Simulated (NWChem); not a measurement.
Molecule: 1,1,1,2-tetrafluoroethane (C2H2F4); SMILES FCC(F)(F)F

```xyz
8

F     -0.1347     1.9478     0.0035
C      0.7450     0.9147    -0.0069
C     -0.0034    -0.4008    -0.0002
F     -0.7636    -0.5272     1.0841
F     -0.7875    -0.5245    -1.0676
F      0.8790    -1.4036    -0.0113
H      1.3896     0.9516     0.8858
H      1.3707     0.9534    -0.9129
```
Atoms are numbered in this order, from 1.

Results from NWChem. Pople sets run with spherical d functions. All runs use the structure optimised with PBE0/def2-SVP. GIAO values for the isolated, static molecule; σ is the absolute isotropic shielding, δ = σ(reference) − σ with the isolated reference molecule computed at the same levels (13C: tetramethylsilane, 19F: trichlorofluoromethane, 1H: tetramethylsilane).

### Question
Estimate the computed values for B3LYP/6-31G*. Quantities: δ F1 (ppm); δ C2 (ppm); δ C3 (ppm); δ F4 (rotor mean) (ppm); δ H7 (ppm).

### Answer
The δ F1 (ppm) is -247.3, the δ C2 (ppm) comes out as 76.7 and the δ C3 (ppm) is 120.7. The δ F4 (rotor mean) (ppm) is -93.7 and the δ H7 (ppm) comes out as 4.29.
